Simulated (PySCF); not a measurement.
## Excitation energy of Re²⁺ by level of theory

Re²⁺ [Xe] 4f14 5d5 (6S) → Re²⁺ [Xe] 4f14 5d4 6s1 (6D), as a difference of total energies. Computed with PySCF 2.14 in def2-QZVPPD with the def2 core potential (60 electrons) (7s6p4d4f2g, 91 functions), with a scalar-relativistic core potential. Correlated levels: valence and next inner shell: nothing frozen outside the core potential. The calculations carry no spin-orbit coupling.

```tsv
method	excitation energy (eV)
UHF	2.734
MP2 (valence and next inner shell)	2.605
SCS-MP2 (valence and next inner shell)	2.627
CCSD (valence and next inner shell)	2.608
CCSD(T) (valence and next inner shell)	2.595
```

Q: How much does correlation contribute at CCSD(T) (valence and next inner shell)?

A: 2.595 − (2.734) = -0.139 eV, measured against UHF.
